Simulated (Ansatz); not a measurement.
This geometry of CH$_{2}$FGeNOS (8 atoms, charge 0, multiplicity 1) is a first-order saddle point.

These are results of RKS B3LYP-D4/def2-SVP (Ansatz 0.2.0), not measurements.

```xyz
8
Properties=species:S:1:pos:R:3
O 2.200 0.172 0.825
C 0.954 0.219 0.622
N 0.626 -0.421 -0.496
Ge -1.202 -0.133 -0.369
F -1.828 0.951 -1.572
S -0.438 0.933 1.508
H 1.983 -0.495 -0.314
H -2.204 -1.283 -0.260
```

(1) Which two structures does it join? (They come from a converged band through this point; their orientation in space is the band's.)

(2) How far does it lie above each of them?

## Answers

(1) Bonds broken: O1–H7. Bonds formed: N3–H7.

Initial state:

```xyz
8
Properties=species:S:1:pos:R:3
O 2.123 0.166 0.810
C 0.870 0.086 0.387
N 0.475 -0.522 -0.676
Ge -1.319 -0.126 -0.389
F -1.981 0.976 -1.559
S -0.387 0.905 1.417
H 2.672 -0.311 0.161
H -2.360 -1.232 -0.206
```

Final state:

```xyz
8
Properties=species:S:1:pos:R:3
O 2.185 0.479 1.247
C 1.101 0.306 0.784
N 0.711 -0.382 -0.341
Ge -1.128 -0.122 -0.315
F -1.631 0.863 -1.658
S -0.528 0.957 1.518
H 1.417 -0.805 -0.940
H -2.035 -1.351 -0.350
```

(2) 1.47 eV above the first and 2.49 eV above the second. This is the barrier of this one path; another mechanism may lie lower. The orbitals stay closed-shell, which can raise the energy where a bond breaks towards radicals; this wasn't checked here.

Time of the run: 2.6 min on 2 threads of AMD EPYC 9R45 96-Core Processor (Zen 5), with other jobs on the host, peak memory 0.33 GiB.
